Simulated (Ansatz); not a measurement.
Born–Oppenheimer molecular dynamics of CH6ClFGe (10 atoms, charge 0, multiplicity 1). It starts at the highest image of a converged band, a first-order saddle point between two minima.

Theory: Ansatz 0.2.0, RKS B3LYP/def2-SVP.

| Quantity | Value |
| --- | --- |
| ensemble | NVE (velocity Verlet) |
| time step | 0.5 fs |
| steps asked | 200 |
| starting velocities drawn for | 300 K |
| seed | 11811 |

First frame:

```xyz
10
Properties=species:S:1:pos:R:3
Ge -0.708 0.197 -0.305
Cl 1.032 -1.188 -1.705
H -1.754 -0.682 -1.008
H -1.348 1.595 -0.104
C 0.138 -0.381 1.350
H 1.089 0.504 -1.776
F 0.639 1.381 -1.438
H -0.518 -0.122 2.197
H 0.338 -1.460 1.325
H 1.091 0.156 1.464
```

Q: How far do the bonds stretch over the last three quarters of this one trajectory? (Pairs bonded in most of those frames.)

A: 
```tsv
bond	mean (Å)	spread (Å)	shortest	longest
Ge1–H3	1.541	0.055	1.46	1.62
Ge1–H4	1.551	0.004	1.54	1.56
Ge1–C5	1.948	0.012	1.93	1.97
Ge1–F7	1.935	0.156	1.69	2.12
Cl2–H6	1.462	0.154	1.27	1.68
C5–H8	1.103	0.014	1.08	1.13
C5–H9	1.099	0.004	1.09	1.11
C5–H10	1.102	0.024	1.07	1.14
```

Mean temperature of the second half: 500 K. The conserved energy stayed within 0.13 meV per atom of its start (net change 0.029 meV per atom), so the integration is sound. The kinetic energy rose, since the run started high on the potential surface and went downhill. It ends in pieces (CH5FGe + ClH), so much of that is their flight and rotation, not heat. A run of 0.1 ps of so small a system gives no equilibrium averages. The orbitals stay closed-shell, which can raise the energy where a bond breaks towards radicals; this wasn't checked here.

The run took 5.3 min on 2 threads of Intel(R) Xeon(R) 6975P-C (Granite Rapids), on a shared host, peak memory 0.28 GiB.
